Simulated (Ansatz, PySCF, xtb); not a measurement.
Complex: SiH4 (SMILES [SiH4]) (first 5 atoms) with Si2H6 (SMILES [SiH3][SiH3]); geometry from B3LYP-D3(BJ)/def2-TZVP.
(charge 0, multiplicity 1):
```xyz
13

Si    -0.0956     0.1107    -0.1592
H     -0.2077    -1.1479     0.6113
H     -1.4479     0.5939    -0.5160
H      0.6863    -0.1350    -1.3923
H      0.5919     1.1291     0.6652
Si     0.9047    -0.8834     3.8038
Si    -0.7820     0.7455     3.7819
H      0.3169    -2.2326     3.6224
H      1.6140    -0.8468     5.1065
H      1.8905    -0.6434     2.7240
H     -1.6272     0.6202     2.5702
H     -0.1892     2.1043     3.8057
H     -1.6511     0.5854     4.9737
```

Interaction energies are E(AB) − E(A) − E(B) at the monomers' geometry in the complex; basis-set methods are counterpoise corrected. Rows marked so take none.

Rows in LANL2DZ carry no dispersion term and start afresh at each structure. LANL2DZ brings its own core potentials from Na on.

Run with Ansatz (an electronic-structure program) with Gaussian orbitals; PySCF for LANL2DZ rows, the dispersion terms; xtb for the GFN methods. 

Problem. Estimate the interaction energy that B3LYP/LANL2DZ (no counterpoise) returns for this input.

Solution. 1.4 kcal/mol

Problem. Give the interaction energy at the level B3LYP-D4/def2-TZVPPD.

Solution. -1.7 kcal/mol

Problem. Give the interaction energy at the level GFN-FF.

Solution. -1.3 kcal/mol
